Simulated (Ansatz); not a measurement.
## A ladder of methods for InH3Cl− ([InClH3]-)

InH3Cl− has 5 atoms, charge -1, and is taken as a singlet. As SMILES, `[H][In-]([H])([H])[Cl]`. The shape comes from GFN2-xTB, which is rough for such elements, and wasn't checked as a minimum.

```xyz
5

In   -0.0022    0.0006   -0.1757
Cl    0.0128   -0.0204    2.1636
H     1.6208    0.0134   -0.6709
H    -0.8181    1.4110   -0.6459
H    -0.8134   -1.4046   -0.6711
```

Each level gives the energy change with the In1–Cl2 bond stretched from 2.339 to 4.679 Å (eV). The values are calculated.

```csv
level,kind,program,value (eV),less CCSDT/STO-3G,CPU time (all runs)
HF/STO-3G (restricted),Hartree–Fock,Ansatz,3.56,+0.02,1.1 s
r2SCAN/STO-3G (restricted),meta-GGA,Ansatz,3.53,-0.01,13 s
BHLYP/STO-3G (restricted),global hybrid,Ansatz,3.77,+0.23,4.9 s
PBE0/STO-3G (restricted),global hybrid,Ansatz,3.64,+0.10,4.9 s
CAM-B3LYP/STO-3G (restricted),range-separated hybrid,Ansatz,3.84,+0.30,5.6 s
wB97M-V/STO-3G (restricted),range-separated hybrid,Ansatz,3.92,+0.38,59 s
B2PLYP/STO-3G (restricted),double hybrid,Ansatz,3.70,+0.16,6.4 s
RPA@PBE/STO-3G (restricted),RPA,Ansatz,3.07,-0.47,7.2 s
MP2/STO-3G (restricted),perturbation theory,Ansatz,3.58,+0.04,1.3 s
CCSDT/STO-3G (restricted),coupled cluster or CI,Ansatz,3.54,0.00,2.1 s
```

CCSDT/STO-3G (restricted) is the highest level here, not the true value. At this stretch a single reference begins to fail. All-electron rows without a relativistic Hamiltonian named are non-relativistic. Sets without diffuse functions describe the anion poorly. The first shape isn't each level's own minimum. The values span 3.07 to 3.92 eV. All rows use very small basis sets, so none should be taken for the real molecule's value. In the correlated wave-function rows the outer d shell of In is correlated, in sets not made for it. In so small a basis fixed costs decide the times, and correlated methods can beat functionals. Times are those of the runs behind each value, whatever else they computed, on shared processors of several kinds: orders of magnitude only.
